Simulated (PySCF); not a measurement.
# Sc: ionisation energy

Sc [Ar] 3d1 4s2 (2D) → Sc⁺ [Ar] 3d1 4s1 (3D), as a difference of total energies. All numbers are calculated (PySCF 2.14, no relativity, point nucleus, in aug-cc-pVTZ). Correlated levels: valence: [Ar] frozen. The calculations carry no spin-orbit coupling.

Order these methods by the ionisation energy they give, lowest first.
A. CCSD(T) (valence)
B. SCS-MP2 (valence)
C. MP2 (valence)
D. CCSD (valence)

C (6.074 eV), B (6.222 eV), D (6.324 eV), A (6.354 eV).

These non-relativistic numbers lack the scalar-relativistic shift.

Errors of the correlated levels include the incompleteness of this basis and the frozen core.

For comparison: 6.562 eV (measured; NIST levels, between the centres of gravity of the two terms).
